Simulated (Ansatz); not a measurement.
A made-up structure of SiNH2Te (charge -1), closed shell:

```json
{"atom": "N1", "x (Å)": "1.0269", "y (Å)": "-1.0130", "z (Å)": "0.1177"}
{"atom": "Si2", "x (Å)": "0.0818", "y (Å)": "0.1783", "z (Å)": "-0.2277"}
{"atom": "Te3", "x (Å)": "-0.8438", "y (Å)": "-0.7660", "z (Å)": "1.3660"}
{"atom": "H4", "x (Å)": "-0.7806", "y (Å)": "0.0478", "z (Å)": "-1.4503"}
{"atom": "H5", "x (Å)": "0.5156", "y (Å)": "1.5528", "z (Å)": "0.1943"}
```

It is relaxed with PBE-D4/def2-SVPD and then PBE0-D4/def2-TZVPD (Ansatz 0.2.0). Atoms count as bonded within 1.22 times the sum of their covalent radii (H–H: 0.88 Å). The end point is not checked to be a true minimum.

(1) Does its bonding change? (A judgement: the text doesn't fix the answer.)

Answers

(1) The calculation gives: No: no bond forms or breaks.

Where it ends: The first stage lowers the energy by 2.25 eV in 5 steps. It ends as SiNH₂Te ([N]1[SiH2][Te]1), total charge -1:
```tsv
atom	x (Å)	y (Å)	z (Å)
N1	0.9326	-1.1030	0.2743
Si2	0.0825	0.2282	-0.2739
Te3	-0.8184	-1.0441	1.6004
H4	-0.6984	0.2627	-1.5617
H5	0.5016	1.6561	-0.0391
```

Labels in which every atom is bracketed show which atoms are joined, not bond orders.

For scale, one of the runs: PBE0-D4/def2-TZVPD relaxation, 157 basis functions, launched by `ansatz run in.yaml --threads 2 --pin off --events-out ev --progress --plain --max-ram 4352MiB`. Hardware: 2 CPU threads of an Arm Neoverse N1, shared host. Wall time about 38 s.
